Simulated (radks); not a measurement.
The table gives one normalised radial function P(r) = r R(r) of N5+ in [He] (r in bohr). Calculated with a radial shooting solver on a logarithmic mesh with Libxc functionals: scalar-relativistic Kohn-Sham, exchange-only LDA, spin-unpolarised, spherical densities, finite nucleus; Fermi nuclear charge, rms radius 2.5582 fm.

r            P
0.01056  0.3454
0.01331  0.4272
0.01665  0.5220
0.021    0.6384
0.02649  0.7747
0.0334   0.9309
0.04212  1.1047
0.0527   1.2841
0.06646  1.4723
0.08382  1.6477
0.1057   1.7890
0.1322   1.8692
0.1668   1.8685
0.2103   1.7627
0.2652   1.5474
0.3318   1.2531
0.4185   0.9021
0.5278   0.5644
0.6656   0.2961
0.8327   0.1288

Which n and l does it have? It may be an empty orbital.

Answer. n = 1, l = 0: the number of nodes gives n - l - 1 = 0, the rise at small r (about r^(l+1)) gives l, and the extent must fit the shell. The curve is that of 1s. 1s: eigenvalue -505.02 eV, 0 radial nodes, <r> = 0.229 bohr, 90 % of the charge inside 0.409 bohr.
